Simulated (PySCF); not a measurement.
Harmonic spectrum computed at PBE0 in the def2-TZVP basis family (core potentials from Rb on, PySCF, no spin–orbit coupling):

| ω (cm⁻¹) | IR (km/mol, summed over degenerate members) | degeneracy |
| --- | --- | --- |
| 716 | 19.2 | 2 |
| 765 | 15.3 | 1 |
| 824 | 0.0 | 1 |
| 889 | 158 | 2 |
| 938 | 17.0 | 2 |
| 1154 | 113 | 1 |
| 1993 | 378 | 2 |
| 2013 | 120 | 1 |
| 2110 | 148 | 2 |
| 2132 | 47.1 | 1 |

Task: Which molecule gave it? In each, all ligands are bound to the one heavy central atom.
A. IH₆ (doublet)
B. WH₆ (singlet)
C. TeH₆ (singlet)
D. SeH₆ (singlet)

Result: B. It has C3v symmetry with W–H 1.658 Å (×3), W–H 1.706 Å (×3).
